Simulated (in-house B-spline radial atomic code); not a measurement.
The numbers below are computed, except where a source is named.
Making a Troullier-Martins s channel for Ga, r_c = 1.66 bohr

Ga, [Ar] 3d10 4s2 4p1, non-relativistic LDA (VWN5), spherical and spin-unpolarised, from an all-electron radial atomic-structure program (B-spline basis) (atomic units). The all-electron 4s level is ε = -0.328019 hartree, its outermost node lies just inside 0.83 bohr and its outer maximum at 1.91 bohr.

Inside r_c the pseudo-orbital is u(r) = r^1 exp(p(r)), with p = c0 + c2 r² + c4 r⁴ + … + c12 r¹². The seven coefficients follow from p and its first four derivatives at r_c, from zero curvature of the screened potential at the origin, c4 = −c2²/(2l + 5), and from the norm inside r_c. At r_c the all-electron orbital has P = 0.6840408, P' = 0.2181876, the screened potential V = -1.095997, V' = 1.456523, V'' = -2.957428, and the norm inside is Q = 0.222049.

Problem. What are p, p' and p'' at r_c?

Solution. p = ln(P/r_c^1) = ln(0.6840408/1.66) = -0.88656. p' = P'/P − 1/r_c = 0.31897 − 0.60241 = -0.28344. The radial equation gives p'' = 2(V − ε) − 2(1) p'/r_c − p'² = -1.53596 − (-0.34150) − 0.08034 = -1.27480. Differentiating, p''' = 2V' + 2(1)p'/r_c² − 2(1)p''/r_c − 2p'p'' = 3.5206, and p'''' = 2V'' − 4(1)p'/r_c³ + 4(1)p''/r_c² − 2(1)p'''/r_c − 2p''² − 2p'p''' = -13.014.

For a trial c2 the five matching conditions are linear in c0, c6, c8, c10 and c12, and c2 is varied until the norm inside r_c equals Q. The root nearest zero gives:

```csv
n,c_n
0,-1.76272
2,0.8854033
4,-0.1567878
6,-0.08635719
8,0.03649764
10,-0.004611048
12,0.0001417482
```

Problem. Check c4 and p(r_c), and find the screened pseudopotential at the origin.

Solution. −c2²/5 = -0.156788, as listed. The terms c_n r_c^n are -1.76272, 2.43982, -1.19054, -1.80695, 2.10441, -0.73262, 0.06206, which sum to -0.88656. Inverting the radial equation, V_l(r) = ε + 1 p'/r + (p'' + p'²)/2, so V_l(0) = ε + (2l + 3) c2 = -0.328019 + 3 × (0.885403) = 2.3282 hartree, finite where the all-electron potential diverges.

Orbitals and screened potentials:

```tsv
r (bohr)	P	u	V all-electron	V pseudo
0.166	0.1872	0.02918	-107.8	2.326
0.415	-0.2794	0.08252	-23.75	2.245
0.664	-0.2036	0.1623	-8.862	1.83
0.913	0.1248	0.284	-4.274	0.8511
1.162	0.4104	0.4431	-2.453	-0.4479
1.411	0.5927	0.5942	-1.576	-1.241
1.66	0.684	0.684	-1.096	-1.096
```

Logarithmic derivatives P'/P at R = 1.96 bohr, for energies E around ε:

| E − ε (hartree) | all-electron | pseudo |
| --- | --- | --- |
| -0.5 | 0.575918 | 0.572355 |
| -0.25 | 0.294279 | 0.293101 |
| -0.1 | 0.101086 | 0.100859 |
| 0 | -0.0403959 | -0.0403958 |
| 0.1 | -0.193973 | -0.19427 |
| 0.25 | -0.45179 | -0.454107 |
| 0.5 | -0.980824 | -0.994933 |

Problem. With P(R) = 0.7092194 and a norm of 0.3702379 inside R, what slope in energy does norm conservation fix?

Solution. d(P'/P)/dE = −2 × (norm inside R)/P(R)² = -1.4721 per hartree·bohr at E = ε, for both atoms, since orbital and norm agree at R. Differences over ±0.1 hartree give -1.4753 (all-electron) and -1.4756 (pseudo), which also hold third-order terms. Half a hartree below ε the two curves differ by -0.0036.
